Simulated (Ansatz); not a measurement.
`[CH3][Zn][SiH2]N` + HBr → `[CH3][Zn][Br]` + `N[SiH3]`  (cleavage of the Zn–Si bond)

Program: Ansatz. Geometries: PBE0-D4/def2-TZVP. ΔE: electronic, gas phase. CCSD(T)/CBS adds triple-zeta CCSD(T) − MP2 to the extrapolated MP2 energy (def2 sets, frozen cores). This one scheme is used for every species. DFT in def2-TZVPP. B3LYP here is the variant with VWN-RPA as its local correlation; programs differ in this. HSE06 is defined as in plane-wave codes. For Br, Zn outer-core shells are correlated without core-valence functions, which leaves a few kJ/mol of doubt a bond. Scalar relativity is left out up to krypton. One conformer a species, not always the lowest.

```tsv
level	ΔE (kJ/mol)
PBE-D4	-132.8
BLYP-D4	-139.3
HSE06-D4	-145.2
B3LYP	-151.9
```

Question: What does CCSD(T)/CBS give? (Best estimate.)

Answer: The calculation gave: -156.4 kJ/mol. The listed levels differ from it by 23.6, 17.1, 11.2, 4.5 kJ/mol.

Largest T1 diagnostic among the species: 0.013.

In def2-TZVPP, CCSD(T) changes the Hartree–Fock value by +38.9 kJ/mol (the triples alone add +4.3 kJ/mol) and MP2 by +32.9 kJ/mol. From PBE to PBE0 (25 % exact exchange), in def2-TZVPP and without D4, ΔE moves by −11.8 kJ/mol. The D4 term adds +3.0 kJ/mol with B3LYP and +1.8 kJ/mol with PBE0; it sums over pairs of atoms, weighted by their polarisabilities, and B3LYP, whose exchange is more repulsive, gets the larger term.

CCSD(T)/CBS has its own doubt, a few kJ/mol and more with outer-core shells, so smaller differences from it don't rank the levels.
